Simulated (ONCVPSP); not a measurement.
Before and after: ONCV potential for La

ONCVPSP 4.0.1 input, shortened (lines: element, Z, core and valence counts, functional; n l f; lmax; l rc ep ncon nbas qcut; lloc lpopt rc5 dvloc0; l nproj debl; icmod fcfact rcfact), PBEsol, fully relativistic:

```
  La 57.00   11    2  -116133      upf
    1    0    2.00
    2    0    2.00
    2    1    6.00
    3    0    2.00
    3    1    6.00
    3    2   10.00
    4    0    2.00
    4    1    6.00
    4    2   10.00
    5    0    2.00
    5    1    6.00
    5    2    1.00
    6    0    2.00
    3
    0    3.35    0.00    3    6    1.50
    1    3.90    0.03    3    7    1.90
    2    3.55    0.00    4    9    3.50
    3    3.80    0.28    3    7    3.40
    4    2    2.30    2.00
    0    2    0.60
    1    1    3.30
    2    2    1.80
    3    2    0.70
    3    5.00    1.60
```

Open shells are filled in proportion to 2j + 1.

In the p channel the program set the typed energies aside and used 0.050 Ha (j = l + 1/2; the other j can differ). In the f channel the program set the typed energies aside and used -0.157, 0.543 Ha (j = l + 1/2; the other j can differ).

All-electron outer shells of the reference configuration (PBEsol, scalar-relativistic, ld1.x):

| shell | level (eV) | outermost node (bohr) | outermost maximum (bohr) |
| --- | --- | --- | --- |
| 6s | -3.70 | 1.86 | 3.79 |
| 5d | -3.10 | 0.95 | 2.21 |

Change: all radii but the core radius scaled by about 1.12 (s 3.76, p 4.38, d 3.98, f 4.26 bohr); local potential polynomial inside 2.58 bohr (lpopt 2, dvloc0 2 Ha).

Cutoffs: the cutoffs (Ha) at which the residual kinetic energy of the hardest occupied pseudo-wave falls to 1 and 0.1 mHa per electron; they do not see the model core or the augmentation charge, which bear on the density cutoff. Errors are all-electron minus pseudo energies relative to the spin-unpolarised reference configuration.

Question: How do hardness, ghosts and transferability respond?

Answer: The potential gets softer (4.8 Ha and 6.0 Ha → 4.4 Ha and 5.5 Ha); the errors of the 4 common tests hardly move; neither file shows a bound ghost. A larger radius leaves more room for a smooth pseudo-wave, so fewer plane waves are needed.

```tsv
quantity	base	changed
cutoff, loose	4.8 Ha	4.4 Ha
cutoff, tight	6.0 Ha	5.5 Ha
loose cutoff by channel	s 1.8 Ha, d 4.8 Ha	s 1.7 Ha, d 4.4 Ha
bound ghosts	none	none
GHOST(+) flags under 300 eV	s at 31.7 eV	s at 39.8 eV
error for 5d1 6s1, meV [ΔE 6.00 eV]	-86	-87
error for 5d1 6s0, meV [ΔE 16.85 eV]	-525	-533
error for 5d1 6s1.5, meV [ΔE 2.42 eV]	-16	-16
error for 5d1 6s1 6p1, meV [ΔE 2.40 eV]	-17	-19
rms error of d²Exc/dni dnj with the model core, mHa	3.75	3.72
```

Base: The cutoffs count occupied waves only; projector 2 of the f channel, the hardest unoccupied one, needs 20 Ha at the loose tolerance. Changed file: The cutoffs count occupied waves only; projector 2 of the f channel, the hardest unoccupied one, needs 13 Ha at the loose tolerance.
